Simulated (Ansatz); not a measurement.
`CO[CH2][ZnH]` + `SB(Cl)Cl` → `CSB(Cl)Cl` + `O[CH2][ZnH]`  (substitution at a C–O bond)

Calculated with Ansatz (gas phase, PBE0-D4/def2-TZVP geometries, no zero-point term in ΔE). CBS: MP2 limit from def2 TZ/QZ plus the TZ coupled-cluster correction, frozen cores. DFT in def2-TZVPP. For Zn outer-core shells are correlated without core-valence functions, which leaves a few kJ/mol of doubt a bond. Scalar relativity is left out up to krypton. Each species was taken in one conformer, which may not be the lowest.

CCSD(T)/CBS gives -26.7 kJ/mol.

(1) Another level gave -23.6 kJ/mol. Which?
A. revPBE-D4/def2-TZVPP
B. HF/def2-TZVPP
C. BHLYP/def2-TZVPP
D. ωB97M-V/def2-TZVPP

Largest T1 diagnostic among the species: 0.014.

Answers

(1) D. ωB97M-V -23.6, BHLYP -16.9, HF/def2-TZVPP -9.3, revPBE-D4 -30.4 kJ/mol.

Leaving LDA and LC-ωPBE aside and taking each functional with its dispersion term where it has one, the values, not all of them listed here, spread over 11.7 kJ/mol, from revPBE-D4 to CAM-B3LYP-D4. LDA lies +3.3 kJ/mol from PBE without D4. At CCSD(T), def2-SVP lies +26.4 kJ/mol from the extrapolated value and def2-TZVPP +6.1 kJ/mol. From BLYP to BHLYP (50 % exact exchange), in def2-TZVPP and without D4, ΔE moves by +5.4 kJ/mol.
